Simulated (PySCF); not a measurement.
C₆ coefficients of unlike pairs at BP86

Calculated with PySCF 2.14 from the dipole response of each species, C₆(A,B) = (3/π) ∫ α_A(iu) α_B(iu) du, in atomic units, from isotropic polarisabilities. For ions this is the dispersion term alone; charge-induced terms of lower order in 1/R come first.

```
species        configuration                                                                             basis      relativity  α (bohr³)  C₆ (like pair)
   Hg²⁺  [Xe] 4f14 5d10 (1S)   x2c-TZVPPall with one added diffuse shell each of s, p, d, f type (12s8p8d4f1g)   spin-free X2C      8.304           54.35
    Tc⁺    [Kr] 4d5 5s1 (7S)                                                          dyall-av2z (22s15p11d2f)            none      36.73           265.8
   Tc²⁺        [Kr] 4d5 (6S)                                       aug-cc-pwCVTZ-PP with ECP28MDF (8s8p7d4f3g)  core potential      9.423           50.72
      V    [Ar] 3d3 4s2 (4F)  aug-cc-pVTZ with one added diffuse shell each of s, p, d, f, g type (9s8p6d4f3g)            none      89.87           960.8
```

Task: Estimate C₆ for V with Hg²⁺.

Result: The integral gives 164.6. The combination rule 2 C_A C_B / (C_A α_B/α_A + C_B α_A/α_B) gives 154.3 and the geometric mean 228.5.

No spin-orbit coupling is included.

The other pairs:

```json
{"pair": "Tc²⁺, Hg²⁺", "C₆": "52.06"}
{"pair": "V, Tc²⁺", "C₆": "173.8"}
{"pair": "Tc²⁺, Tc⁺", "C₆": "107.1"}
{"pair": "V, Tc⁺", "C₆": "486.7"}
{"pair": "Tc⁺, Hg²⁺", "C₆": "105.0"}
```
